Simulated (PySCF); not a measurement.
## Quadrupolar nuclei of `COC1=C(C)CP(C)C1` in NMR

C7H13OP.
Structure used (GFN2-xTB), in Å, numbered top down from 1:
```
atom  x, y, z in Å
C1    -2.3087   -1.7891    0.0247
O2    -1.9051   -0.4488   -0.0851
C3    -0.6195   -0.1229    0.2729
C4    -0.1655    1.1255    0.1557
C5    -0.9464    2.2840   -0.3739
C6     1.2379    1.3483    0.6414
P7     2.0197   -0.3374    0.7976
C8     2.3436   -0.6121   -1.0069
C9     0.3303   -1.1332    0.8562
H10   -3.3684   -1.7980   -0.2281
H11   -1.7716   -2.4360   -0.6782
H12   -2.1793   -2.1754    1.0406
H13   -0.4405    2.7235   -1.2341
H14   -1.0439    3.0592    0.3867
H15   -1.9365    1.9536   -0.6735
H16    1.2373    1.8429    1.6190
H17    1.8223    1.9729   -0.0393
H18    1.4784   -0.3279   -1.6042
H19    2.5827   -1.6611   -1.1738
H20    3.2040   -0.0140   -1.3020
H21    0.0693   -1.3572    1.8962
H22    0.3496   -2.0773    0.3067
```

Computed at PBE0/pcSseg-1 (PySCF, non-relativistic):

| atom | environment | nucleus | spin I | Q (b) | CQ = χzz (MHz) | η |
| --- | --- | --- | --- | --- | --- | --- |
| O2 | ether oxygen | 17O | 5/2 | -0.0256 | -11.849 | 0.745 |

Problem. Work back to Vxx, Vyy and Vzz; CQ/MHz = 234.96 (Q/b)(Vzz/au).

Solution. The tensor is traceless, so η fixes the two smaller values:

```json
{"atom": "O2", "Vxx (au)": "-0.251", "Vyy (au)": "-1.719", "Vzz (au)": "1.970", "Vzz (10²¹ V/m²)": "19.14"}
```

Problem. Give the quadrupolar product PQ = |CQ|√(1 + η²/3), the quadrupolar frequency νQ = 3|CQ|/[2I(2I − 1)] and the Larmor frequency ν0 = |g| × 7.62259 MHz/T × B at 28.2 T, with g(17O) = −0.75752.

Solution. 
```json
{"atom": "O2", "PQ (MHz)": "12.90", "νQ (MHz)": "1.777", "ν0 (MHz)": "162.83", "νQ/ν0": "0.011"}
```

For O2: PQ = 11.85 × 1.0886, νQ = 11.85 × 0.1500, ν0 = 5.7742 MHz/T × 28.2 T.

Problem. For half-integer spins with νQ below a tenth of ν0, find the second-order shift of the centre of gravity of the central transition at 28.2 and 35.2 T.

Solution. δ = −(3/40)(PQ/ν0)² [I(I + 1) − 3/4]/[I²(2I − 1)²], in ppm:

| site | 28.2 T | 35.2 T |
| --- | --- | --- |
| 17O at O2 | -37.6 | -24.2 |

Problem. Quadrupolar 1/T1 and linewidth for τc = 4 ps (extreme narrowing, isotropic tumbling)?

Solution. Rate = (3π²/10) PQ² τc (2I + 3)/[I²(2I − 1)], the same for T1 and T2; width = rate/π.

```json
{"site": "17O at O2", "spin factor (2I + 3)/[I²(2I − 1)]": "0.320", "1/T1 (s⁻¹)": "631", "T1 (ms)": "1.59", "linewidth (Hz)": "201"}
```

The couplings are those of the rigid, isolated species; surroundings and motion change them. GFN2-xTB bond lengths can be off by several hundredths of an ångström, more for odd bonds, and the gradients follow them. The basis is small and wasn't made for field gradients, so the couplings can be 20 % off.

The run behind these numbers computed NMR shieldings as well. On one thread of an Arm Neoverse N1, on a shared host, this took 91 s of wall time (with the writing of density and orbital grids).

One conformer stands for the species.
